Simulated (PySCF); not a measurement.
# Ag³⁺ (silver, charge +3) across methods

[Kr] 4d8, high-spin 3F determinant. Calculation: PySCF 2.14, in x2c-QZVPPall with one added diffuse shell each of s, p, d, f, g type (14s9p8d5f3g, 143 functions); the spin-free X2C one-electron Hamiltonian (Gaussian nucleus).

| method | E (hartree) | mean ε 4p β (eV) | mean ε 4d α (eV) | mean ε 4d β (eV) | Σ⟨r²⟩ (bohr²) | ⟨S²⟩ |
| --- | --- | --- | --- | --- | --- | --- |
| LDA | -5307.54 | -96.014 | -44.646 | -43.247 | 26.13 | 2.000 |
| PBE | -5312.67 | -95.772 | -44.469 | -43.108 | 26.09 | 2.001 |
| UHF | -5310.70974 | -110.15 | -52.647 | -50.724 | 25.89 | 2.004 |
| r2SCAN | -5313.11 | -97.072 | -44.940 | -43.493 | 25.95 | 2.001 |

Question: Estimate the same row for PBE0.

Answer: E (hartree) = -5312.77; mean ε 4p β (eV) = -99.720; mean ε 4d α (eV) = -46.791; mean ε 4d β (eV) = -45.303; Σ⟨r²⟩ (bohr²) = 25.98; ⟨S²⟩ = 2.001.
